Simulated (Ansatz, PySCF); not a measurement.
Si(Cl)(Me)(OH)2 (CH5ClO2Si), SMILES Cl[Si](C)(O)O. Atoms are numbered in the order given.

```xyz
10

C      2.0026    -0.3151     0.0721
Si     0.2357     0.0435    -0.3415
O     -0.3693    -0.8832    -1.5777
O      0.1365     1.6375    -0.7574
Cl    -0.9626    -0.3594     1.3290
H      2.6358    -0.1743    -0.8181
H      2.3573     0.3636     0.8627
H      2.1186    -1.3511     0.4247
H     -0.9805    -1.5886    -1.3368
H     -0.7018     1.9418    -1.1257
```
Charge 0, spin multiplicity 1.

Geometry: B3LYP-D3(BJ)/def2-SVP. Other conformers were not sampled.

Two levels are set side by side: PBE-D3(BJ)/def2-SVP (Ansatz, a first-principles code) and B3LYP-D3(BJ)/def2-SVP (Ansatz). Each level has its own optimised geometry; the coordinates shown are those of the second. Frequencies come from the Hessian of PySCF at each geometry. Differences are taken from unrounded values.

| quantity | B3LYP-D3(BJ) |
|---|---|
| mean bond length (Å) | 1.387 |
| bond C1–Si2 (Å) | 1.850 |
| bond Si2–O3 (Å) | 1.659 |
| bond Si2–O4 (Å) | 1.650 |
| bond Si2–Cl5 (Å) | 2.095 |
| bond C1–H6 (Å) | 1.101 |
| bond C1–H7 (Å) | 1.101 |
| bond C1–H8 (Å) | 1.100 |
| bond O3–H9 (Å) | 0.964 |
| bond O4–H10 (Å) | 0.965 |
| highest harmonic wavenumber (cm⁻¹) | 3885 |
| mean harmonic wavenumber (cm⁻¹) | 1222 |
| zero-point energy (kcal/mol) | 41.91 |

Problem. What does PBE-D3(BJ) give, and how far is it from B3LYP-D3(BJ)? (The exact figures need the calculation; the answer reports its results.)

Solution. 
```json
[
 {"quantity": "mean bond length (Å)", "PBE-D3(BJ)": "1.396", "PBE-D3(BJ) minus B3LYP-D3(BJ)": "0.009"},
 {"quantity": "bond C1–Si2 (Å)", "PBE-D3(BJ)": "1.856", "PBE-D3(BJ) minus B3LYP-D3(BJ)": "0.006"},
 {"quantity": "bond Si2–O3 (Å)", "PBE-D3(BJ)": "1.673", "PBE-D3(BJ) minus B3LYP-D3(BJ)": "0.014"},
 {"quantity": "bond Si2–O4 (Å)", "PBE-D3(BJ)": "1.664", "PBE-D3(BJ) minus B3LYP-D3(BJ)": "0.014"},
 {"quantity": "bond Si2–Cl5 (Å)", "PBE-D3(BJ)": "2.101", "PBE-D3(BJ) minus B3LYP-D3(BJ)": "0.006"},
 {"quantity": "bond C1–H6 (Å)", "PBE-D3(BJ)": "1.108", "PBE-D3(BJ) minus B3LYP-D3(BJ)": "0.007"},
 {"quantity": "bond C1–H7 (Å)", "PBE-D3(BJ)": "1.108", "PBE-D3(BJ) minus B3LYP-D3(BJ)": "0.007"},
 {"quantity": "bond C1–H8 (Å)", "PBE-D3(BJ)": "1.107", "PBE-D3(BJ) minus B3LYP-D3(BJ)": "0.007"},
 {"quantity": "bond O3–H9 (Å)", "PBE-D3(BJ)": "0.973", "PBE-D3(BJ) minus B3LYP-D3(BJ)": "0.009"},
 {"quantity": "bond O4–H10 (Å)", "PBE-D3(BJ)": "0.973", "PBE-D3(BJ) minus B3LYP-D3(BJ)": "0.009"},
 {"quantity": "highest harmonic wavenumber (cm⁻¹)", "PBE-D3(BJ)": "3772", "PBE-D3(BJ) minus B3LYP-D3(BJ)": "-112"},
 {"quantity": "mean harmonic wavenumber (cm⁻¹)", "PBE-D3(BJ)": "1191", "PBE-D3(BJ) minus B3LYP-D3(BJ)": "-31"},
 {"quantity": "zero-point energy (kcal/mol)", "PBE-D3(BJ)": "40.85", "PBE-D3(BJ) minus B3LYP-D3(BJ)": "-1.06"}
]
```

GGA bonds tend to be longer and softer than those of functionals with exact exchange. Differences between two approximate levels are no errors against the true value.
